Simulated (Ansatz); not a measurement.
`C=C[Si](C)(N)O`, relaxed with RKS PBE0-D4/def2-TZVP in Ansatz from a GFN2-xTB geometry. The force threshold is 0.005 eV/Å; the program also tests the step.

Charge 0, multiplicity 1.

Start:

```xyz
15

C    -0.780    1.476   -1.622
C    -0.529    1.373   -0.328
Si    0.285   -0.104    0.524
C     0.735   -1.490   -0.693
N    -0.808   -0.504    1.813
O     1.720    0.277    1.209
H    -1.247    2.346   -2.060
H    -0.531    0.685   -2.312
H    -0.811    2.205    0.309
H     1.191   -2.328   -0.174
H     1.443   -1.146   -1.439
H    -0.144   -1.861   -1.212
H    -0.503   -1.184    2.492
H    -1.774   -0.671    1.585
H     1.753    0.926    1.907
```

```json
{"step": "1", "energy (eV)": "-14666.6758", "largest force (eV/Å)": "0.611", "largest move (Å)": "0.000"}
{"step": "2", "energy (eV)": "-14666.7150", "largest force (eV/Å)": "0.409", "largest move (Å)": "0.060"}
{"step": "3", "energy (eV)": "-14666.7233", "largest force (eV/Å)": "0.184", "largest move (Å)": "0.049"}
{"step": "4 (rejected)", "energy (eV)": "-14666.7224", "largest force (eV/Å)": "0.135", "largest move (Å)": "0.089"}
{"step": "5", "energy (eV)": "-14666.7298", "largest force (eV/Å)": "0.119", "largest move (Å)": "0.045"}
{"step": "6", "energy (eV)": "-14666.7341", "largest force (eV/Å)": "0.062", "largest move (Å)": "0.100"}
{"step": "7", "energy (eV)": "-14666.7350", "largest force (eV/Å)": "0.065", "largest move (Å)": "0.042"}
{"step": "8", "energy (eV)": "-14666.7353", "largest force (eV/Å)": "0.021", "largest move (Å)": "0.010"}
{"step": "9", "energy (eV)": "-14666.7353", "largest force (eV/Å)": "0.015", "largest move (Å)": "0.005"}
{"step": "10", "energy (eV)": "-14666.7354", "largest force (eV/Å)": "0.009", "largest move (Å)": "0.004"}
{"step": "11", "energy (eV)": "-14666.7354", "largest force (eV/Å)": "0.010", "largest move (Å)": "0.001"}
{"step": "12", "energy (eV)": "-14666.7354", "largest force (eV/Å)": "0.011", "largest move (Å)": "0.004"}
{"step": "13", "energy (eV)": "-14666.7354", "largest force (eV/Å)": "0.004", "largest move (Å)": "0.001"}
```

End:

```xyz
15

C    -0.771    1.409   -1.620
C    -0.532    1.343   -0.313
Si    0.301   -0.098    0.523
C     0.724   -1.433   -0.701
N    -0.760   -0.545    1.801
O     1.759    0.302    1.190
H    -1.254    2.266   -2.082
H    -0.490    0.605   -2.294
H    -0.844    2.191    0.298
H     1.183   -2.278   -0.183
H     1.439   -1.076   -1.447
H    -0.165   -1.798   -1.219
H    -0.554   -1.332    2.396
H    -1.753   -0.426    1.690
H     1.717    0.871    1.961
```

It took 40 s on 2 threads of an AMD EPYC 7R13 on a shared host and a share of an NVIDIA H100 80 GB, with 0.89 GiB of host memory at the peak.
